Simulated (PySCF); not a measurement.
GeH5Si, SMILES [GeH2][SiH3], multiplicity 2.

Coordinates come from a PBE-D3(BJ)/def2-TZVP optimisation. The isomer is the one that the SMILES or the coordinates give; other isomers of the formula were not compared.

Level of theory: M06-2X/def2-TZVPD in PySCF.

Question: Estimate the frontier levels, dipole moment and polarisability. (Estimate from the structure and the level; the computed values follow.)

Answer: 
```yaml
"α spin, highest occupied and lowest empty level": -7.02 and 0.49 eV
"β spin, highest occupied and lowest empty level": -9.35 and -2.61 eV
dipole_moment: 0.19 D
quadrupole, principal values (traceless, Buckingham form, about the centre of nuclear charge): -0.43, 0.05, 0.38 D·Å
mean_static_polarisability: 69.1 bohr³ (10.24 Å³)
polarisability_principal_values: 59.8, 61.7, 85.7 bohr³
"⟨S²⟩": 0.754 (pure state 0.75)
```
